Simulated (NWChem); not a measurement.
System: C$_{4}$H$_{5}$FO; SMILES COC=C=CF

Here is an NWChem input.

```
start job
memory heap 200 mb stack 900 mb global 1100 mb
geometry units angstroms noautoz
  C     -1.100966    -1.806908     0.085943
  O      0.273069    -1.895086    -0.200804
  C      0.968359    -0.751823    -0.144396
  C      0.511346     0.447942     0.159861
  C      0.130284     1.653222     0.490302
  F     -0.327770     2.553912    -0.387160
  H     -1.516325    -2.816193    -0.024838
  H     -1.269167    -1.446566     1.115377
  H     -1.607009    -1.115690    -0.610041
  H      2.023110    -0.916738    -0.393669
  H      0.138941     2.054108     1.511010
end
basis spherical
  * library 6-31g*
end
dft
  xc b3lyp
  iterations 150
  mulliken
end
task dft energy
```

NWChem printed, in part:

```
             Northwest Computational Chemistry Package (NWChem) 7.3.0
             --------------------------------------------------------

 C1  symmetry detected

                             Geometry "geometry" -> ""
                             -------------------------

 Output coordinates in angstroms (scale by  1.889725989 to convert to a.u.)

  No.       Tag          Charge          X              Y              Z
 ---- ---------------- ---------- -------------- -------------- --------------
    1 C                    6.0000    -1.08413190    -1.83658791     0.06914842
    2 O                    8.0000     0.29493463    -1.91042959    -0.19673556
    3 C                    6.0000     0.97722912    -0.75988587    -0.13052590
    4 C                    6.0000     0.50307296     0.43514136     0.16604636
    5 C                    6.0000     0.10440086     1.63649470     0.48994463
    6 F                    9.0000    -0.34977597     2.53191204    -0.39489813
    7 H                    1.0000    -1.48712958    -2.85023948    -0.04727798
    8 H                    1.0000    -1.27166543    -1.47756544     1.09569912
    9 H                    1.0000    -1.58683149    -1.15105305    -0.63483358
   10 H                    1.0000     2.03730609    -0.91380382    -0.36372052
   11 H                    1.0000     0.09340088     2.03791646     1.51041948

 Effective nuclear repulsion energy (a.u.)     215.4851015260

                                 NWChem DFT Module
                                 -----------------

 Summary of "ao basis" -> "ao basis" (spherical)
 ------------------------------------------------------------------------------
       Tag                 Description            Shells   Functions and Types
 ---------------- ------------------------------  ------  ---------------------
 C                           6-31g*                  6       14   3s2p1d
 O                           6-31g*                  6       14   3s2p1d
 F                           6-31g*                  6       14   3s2p1d
 H                           6-31g*                  2        2   2s

            General Information
            -------------------
          SCF calculation type: DFT
          Wavefunction type:  closed shell.
          No. of atoms     :    11
          No. of electrons :    46
           Alpha electrons :    23
            Beta electrons :    23
          Charge           :     0
          Spin multiplicity:     1
          Use of symmetry is: off; symmetry adaption is: off
          Maximum number of iterations: 150
          AO basis - number of functions:    94
                     number of shells:    46
          Convergence on energy requested:  1.00D-06
          Convergence on density requested:  1.00D-05
          Convergence on gradient requested:  5.00D-04

              XC Information
              --------------
                         B3LYP Method XC Potential
                     Hartree-Fock (Exact) Exchange  0.200
                        Slater Exchange Functional  0.800 local
                    Becke 1988 Exchange Functional  0.720 non-local
              Lee-Yang-Parr Correlation Functional  0.810
                  VWN I RPA Correlation Functional  0.190 local

             Grid Information
             ----------------
          Grid used for XC integration:  medium
          Radial quadrature: Mura-Knowles
          Angular quadrature: Lebedev.
          Tag              B.-S. Rad. Rad. Pts. Rad. Cut. Ang. Pts.
          ---              ---------- --------- --------- ---------
          C                   0.70       49          11.0       434
          O                   0.60       49          11.0       434
          F                   0.50       49          13.0       434
          H                   0.35       45          12.0       434
          Grid pruning is: on
          Number of quadrature shells:   519
          Spatial weights used:  Erf1

      Superposition of Atomic Density Guess
      -------------------------------------

 Sum of atomic energies:        -327.25886354

      Non-variational initial energy
      ------------------------------

 Total energy =    -330.279386
 1-e energy   =    -874.800790
 2-e energy   =     329.036302
 HOMO         =      -0.260936
 LUMO         =       0.041242

     ---------------------------------------------
      Total Density - Mulliken Population Analysis
     ---------------------------------------------

    Atom       Charge   Shell Charges
 -----------   ------   -------------------------------------------------------
    1 C    6     6.25   2.00  0.70  1.85  0.63  1.02  0.05
    2 O    8     8.57   2.00  0.92  2.96  0.90  1.77  0.03
    3 C    6     5.77   2.00  0.69  1.70  0.49  0.82  0.07
    4 C    6     6.26   2.00  0.75  2.04  0.52  0.93  0.02
    5 C    6     5.67   2.00  0.68  1.61  0.54  0.77  0.07
    6 F    9     9.44   2.00  0.95  3.39  1.00  2.09  0.01
    7 H    1     0.80   0.48  0.32
    8 H    1     0.81   0.48  0.33
    9 H    1     0.81   0.48  0.33
   10 H    1     0.79   0.47  0.33
   11 H    1     0.82   0.47  0.35

   convergence    iter        energy       DeltaE   RMS-Dens  Diis-err
 ---------------- ----- ----------------- --------- --------- ---------
 d= 0,ls=0.0,diis     1   -330.2988458535 -5.46D+02  1.63D-02  8.47D-01
 d= 0,ls=0.0,diis     2   -330.3032286330 -4.38D-03  7.34D-03  9.34D-01
 d= 0,ls=0.0,diis     3   -330.3927886768 -8.96D-02  1.81D-03  5.70D-02
 d= 0,ls=0.0,diis     4   -330.3974763658 -4.69D-03  7.47D-04  5.82D-03
 d= 0,ls=0.0,diis     5   -330.3981201800 -6.44D-04  2.59D-04  9.37D-04
  Resetting Diis
 d= 0,ls=0.0,diis     6   -330.3982400412 -1.20D-04  6.50D-05  4.70D-05
 d= 0,ls=0.0,diis     7   -330.3982455379 -5.50D-06  3.09D-05  3.89D-06
 d= 0,ls=0.0,diis     8   -330.3982447045  8.33D-07  2.22D-05  1.18D-05
 d= 0,ls=0.0,diis     9   -330.3982459161 -1.21D-06  3.12D-06  1.55D-07
 d= 0,ls=0.0,diis    10   -330.3982459366 -2.05D-08  4.69D-07  2.42D-09

         Total DFT energy =     -330.398245936585
      One electron energy =     -878.371835801868
           Coulomb energy =      375.107388253402
    Exchange-Corr. energy =      -42.618899914100
 Nuclear repulsion energy =      215.485101525981

 Numeric. integr. density =       46.000008263873

                       DFT Final Molecular Orbital Analysis
                       ------------------------------------

 Vector   21  Occ=2.000000D+00  E=-3.490857D-01
              MO Center= -5.3D-02, -1.3D+00, -3.7D-02, r^2= 3.5D+00
   Bfn.  Coefficient  Atom+Function         Bfn.  Coefficient  Atom+Function
  ----- ------------  ---------------      ----- ------------  ---------------
    18      0.351138   2 O  py               22      0.248902   2 O  py
    20     -0.206175   2 O  s                19      0.200386   2 O  pz
    17     -0.196982   2 O  px                4     -0.192117   1 C  py
    32     -0.182427   3 C  py               88     -0.149256   8 H  s
    46      0.141521   4 C  py               23      0.137487   2 O  pz

 Vector   22  Occ=2.000000D+00  E=-2.556943D-01
              MO Center=  2.8D-01,  1.0D+00,  1.8D-01, r^2= 2.1D+00
   Bfn.  Coefficient  Atom+Function         Bfn.  Coefficient  Atom+Function
  ----- ------------  ---------------      ----- ------------  ---------------
    45      0.373250   4 C  px               59      0.344601   5 C  px
    73     -0.270137   6 F  px               49      0.240393   4 C  px
    77     -0.214186   6 F  px               63      0.198062   5 C  px
    50      0.141362   4 C  py               46      0.135779   4 C  py
    60      0.126094   5 C  py               18      0.107176   2 O  py

 Vector   23  Occ=2.000000D+00  E=-2.382552D-01
              MO Center=  4.2D-01, -3.7D-01,  4.0D-02, r^2= 2.6D+00
   Bfn.  Coefficient  Atom+Function         Bfn.  Coefficient  Atom+Function
  ----- ------------  ---------------      ----- ------------  ---------------
    47     -0.387096   4 C  pz               19      0.365329   2 O  pz
    23      0.290909   2 O  pz               51     -0.262689   4 C  pz
    33     -0.255687   3 C  pz               37     -0.162811   3 C  pz
    90      0.127633   9 H  s                88     -0.126944   8 H  s
    94      0.100977  11 H  s                74      0.099574   6 F  py

 Vector   24  Occ=0.000000D+00  E= 1.145588D-02
              MO Center=  4.1D-01,  5.5D-01,  2.2D-01, r^2= 3.1D+00
   Bfn.  Coefficient  Atom+Function         Bfn.  Coefficient  Atom+Function
  ----- ------------  ---------------      ----- ------------  ---------------
    63     -0.384413   5 C  px               20      0.374444   2 O  s
    59     -0.364110   5 C  px               45      0.336723   4 C  px
    49      0.335802   4 C  px               92     -0.328134  10 H  s
    36      0.287107   3 C  py               64     -0.228917   5 C  py
    37     -0.207452   3 C  pz               48     -0.197874   4 C  s

 Vector   25  Occ=0.000000D+00  E= 1.295129D-02
              MO Center=  4.9D-01,  1.5D-01,  7.7D-02, r^2= 3.0D+00
   Bfn.  Coefficient  Atom+Function         Bfn.  Coefficient  Atom+Function
  ----- ------------  ---------------      ----- ------------  ---------------
    37      0.484497   3 C  pz               33      0.401478   3 C  pz
    50      0.348022   4 C  py               47     -0.326536   4 C  pz
    63     -0.313688   5 C  px               51     -0.293474   4 C  pz
    94      0.277204  11 H  s                59     -0.224912   5 C  px
    76     -0.224615   6 F  s                62     -0.194848   5 C  s

 Vector   26  Occ=0.000000D+00  E= 1.146921D-01
              MO Center= -1.4D+00, -1.6D+00,  2.3D-01, r^2= 4.0D+00
   Bfn.  Coefficient  Atom+Function         Bfn.  Coefficient  Atom+Function
  ----- ------------  ---------------      ----- ------------  ---------------
     6      2.180179   1 C  s                88     -1.209157   8 H  s
    90     -1.127165   9 H  s                86     -0.994084   7 H  s
     7     -0.532414   1 C  px               94     -0.284399  11 H  s
    62      0.197589   5 C  s                 3     -0.195366   1 C  px
     2      0.169984   1 C  s                 9      0.156565   1 C  pz

     ---------------------------------------------
      Total Density - Mulliken Population Analysis
     ---------------------------------------------

    Atom       Charge   Shell Charges
 -----------   ------   -------------------------------------------------------
    1 C    6     6.21   2.00  0.68  2.07  0.57  0.83  0.06
    2 O    8     8.40   2.00  0.91  2.94  0.93  1.60  0.03
    3 C    6     6.03   2.00  0.68  2.03  0.49  0.77  0.07
    4 C    6     5.84   2.00  0.68  2.06  0.47  0.61  0.03
    5 C    6     6.02   2.00  0.67  1.98  0.53  0.76  0.08
    6 F    9     9.28   2.00  0.94  3.31  1.02  1.99  0.02
    7 H    1     0.83   0.53  0.30
    8 H    1     0.85   0.53  0.32
    9 H    1     0.84   0.53  0.31
   10 H    1     0.83   0.53  0.31
   11 H    1     0.86   0.53  0.33

     -------------------------------------------
      Total Density - Lowdin Population Analysis
     -------------------------------------------

    Atom       Charge   Shell Charges
 -----------   ------   -------------------------------------------------------
    1 C    6     6.21   1.99  0.55  1.86  0.44  1.25  0.12
    2 O    8     8.14   1.99  0.83  2.78  0.62  1.84  0.07
    3 C    6     6.03   1.99  0.52  1.81  0.39  1.16  0.17
    4 C    6     6.16   1.99  0.54  1.86  0.40  1.30  0.07
    5 C    6     6.01   1.99  0.52  1.76  0.41  1.15  0.18
    6 F    9     9.10   1.99  0.92  3.18  0.82  2.15  0.04
    7 H    1     0.87   0.50  0.36
    8 H    1     0.88   0.50  0.38
    9 H    1     0.88   0.50  0.37
   10 H    1     0.85   0.49  0.36
   11 H    1     0.87   0.50  0.38

     Multipole analysis of the density
     ---------------------------------

     L   x y z        total         alpha         beta         nuclear
     -   - - -        -----         -----         ----         -------
     0   0 0 0     -0.000000    -23.000000    -23.000000     46.000000

     1   1 0 0     -0.182525     -0.091263     -0.091263     -0.000000
     1   0 1 0     -0.365183     -0.182592     -0.182592      0.000000
     1   0 0 1      0.397136      0.198568      0.198568      0.000000

     2   2 0 0    -23.281254    -59.258709    -59.258709     95.236164
     2   1 1 0      1.879029     -5.532085     -5.532085     12.943200
     2   1 0 1     -0.423402      0.759075      0.759075     -1.941551
     2   0 2 0    -27.081913   -271.409177   -271.409177    515.736440
     2   0 1 1      1.481802     -2.370495     -2.370495      6.222792
     2   0 0 2    -25.033828    -25.853444    -25.853444     26.673061
```

Level: B3LYP/6-31G* (spherical d). Structure relaxed at the PBE0/def2-SVP level.
